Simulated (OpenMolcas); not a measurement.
BNH3OF (SMILES NB(O)F): the dipole moment, rung by rung

BNH3OF has 7 atoms, charge 0, and is taken as a singlet. SMILES: `NB(O)F`. The coordinates come from a PBE0-D4/def2-TZVP relaxation. This is one conformer, not always the lowest.

```xyz
7

N    -0.5318    0.7534   -0.0321
B     0.0393   -0.5057   -0.2888
O     1.1063   -1.0443    0.3670
F    -0.4948   -1.2582   -1.2563
H    -1.3204    1.0817   -0.5597
H    -0.2101    1.3943    0.6685
H     1.4727   -0.4892    1.0557
```

Each level gives the dipole moment (D). The values are calculated.

```json
{"level": "SVWN5/6-311+G**", "kind": "LDA", "program": "OpenMolcas", "value (D)": "3.80"}
{"level": "BLYP/6-311+G**", "kind": "GGA", "program": "OpenMolcas", "value (D)": "3.68"}
{"level": "PBE/6-311+G**", "kind": "GGA", "program": "OpenMolcas", "value (D)": "3.68"}
{"level": "M06-L/6-311+G**", "kind": "meta-GGA", "program": "OpenMolcas", "value (D)": "3.68"}
{"level": "r2SCAN/6-311+G**", "kind": "meta-GGA", "program": "OpenMolcas", "value (D)": "3.73"}
{"level": "B3LYP/6-311+G**", "kind": "global hybrid", "program": "OpenMolcas", "value (D)": "3.77"}
{"level": "BHLYP/6-311+G**", "kind": "global hybrid", "program": "OpenMolcas", "value (D)": "3.86"}
{"level": "PBE0/6-311+G**", "kind": "global hybrid", "program": "OpenMolcas", "value (D)": "3.78"}
```

The values span 3.68 to 3.86 D. Magnitudes only.
